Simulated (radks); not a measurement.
The numbers below are computed, except where a source is named.
Spherical quantum dot in the effective-mass picture: electrons in a well V = -V0 / (1 + exp((r - R)/a)) with V0 = 17.3, R = 2.11, a = 0.22, with a point charge +1 (a donor) at the centre, all in effective atomic units (hartree* = m*/eps^2 hartree, bohr* = eps/m* bohr), one dielectric constant everywhere. Level of theory: non-relativistic Kohn-Sham, PBEsol, spin-polarised, spherical densities (a radial shooting solver with Libxc functionals). Levels are named by radial order and angular momentum (1s, 1p, 1d, 2s, ...), and open shells are averaged over m. Results are scaled to m* = 0.206 and eps = 15.9, for which hartree* = 22.17 meV and bohr* = 4.084 nm.

N = 8, configuration 1s2 1p6. This is the lowest configuration that the search found. Occupied and some empty levels:

| level | occupation | eigenvalue (meV) | <r> (nm) |
|---|---|---|---|
| 1s | 2 | -255.18 | 4.124 |
| 1p | 6 | -227.34 | 5.152 |
| 1d | 0 | -195.47 | 5.712 |
| 2s | 0 | -188.53 | 4.456 |
| 1f | 0 | -158.22 | 6.140 |

Energy (meV): total -2372.53, kinetic 300.16, external -3097.7, Hartree 530.15, exchange-correlation -105.14.

Electron density:

| r (nm) | n(r) (e/nm^3) |
|---|---|
| 0.464 | 0.01009 |
| 1.24 | 0.008436 |
| 2.01 | 0.008211 |
| 2.79 | 0.008455 |
| 3.56 | 0.008453 |
| 4.33 | 0.007728 |
| 5.11 | 0.006147 |
| 5.88 | 0.004052 |
| 6.66 | 0.002081 |
| 7.43 | 0.0007973 |
| 8.21 | 0.0002201 |
| 8.98 | 0.00004527 |
| 9.75 | 7.350e-06 |
